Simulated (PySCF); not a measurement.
BClHIO, SMILES IB(Cl)O.

Geometry optimised at B3LYP-D3(BJ)/def2-SVP. The def2 effective core potentials stand for the cores of I; spin–orbit coupling is left out. Other conformers were not sampled.

These are PySCF with B3LYP-D3(BJ)/def2-SVP values and carry that method's errors.

Frequencies are harmonic and unscaled.

```tsv
mode	ν (cm⁻¹)	IR (km/mol)	moving atoms (share of kinetic energy)
1	190	0.3	Cl 62 %, I 19 %, O 10 %, B 8 %
2	290	3.3	O 66 %, I 16 %
3	440	5.9	B 74 %, H 21 %
4	460	32.8	O 33 %, Cl 31 %, B 21 %, H 10 %
5	580	126.1	H 72 %, O 14 %, B 13 %
6	795	274.7	B 58 %, H 22 %, Cl 13 %
7	1083	302.4	H 60 %, B 28 %, O 12 %
8	1384	310.0	B 66 %, O 32 %
9	3808	108.4	H 94 %
```
